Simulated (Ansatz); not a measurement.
`OB(O)[O][GeH3]`. Charge 0, multiplicity 1. Correlated methods include outer-core shells of Ge, which these sets cover unevenly. Scalar relativity is left out up to krypton.

```xyz
10

O     0.429    0.837    1.328
B    -0.621    0.106    0.836
O    -1.740   -0.054    1.609
O    -0.538   -0.446   -0.402
Ge    0.893   -0.279   -1.469
H     0.258    1.176    2.209
H    -2.406   -0.581    1.163
H     1.114    1.208   -1.775
H     2.108   -0.903   -0.770
H     0.504   -1.062   -2.728
```

**Question.** Give the diagnostics of a CCSD(T)/def2-TZVPP run (frozen core, Ansatz 0.2.0). (Estimate.)

**Answer.** Computed: T1 = 0.0121, largest single amplitude 0.022, largest double 0.025, (T) share of the correlation energy 3.4 %, 9 CCSD cycles. The RHF solution is stable towards an unrestricted one. T1 lies under the customary mark of 0.02 for closed shells.
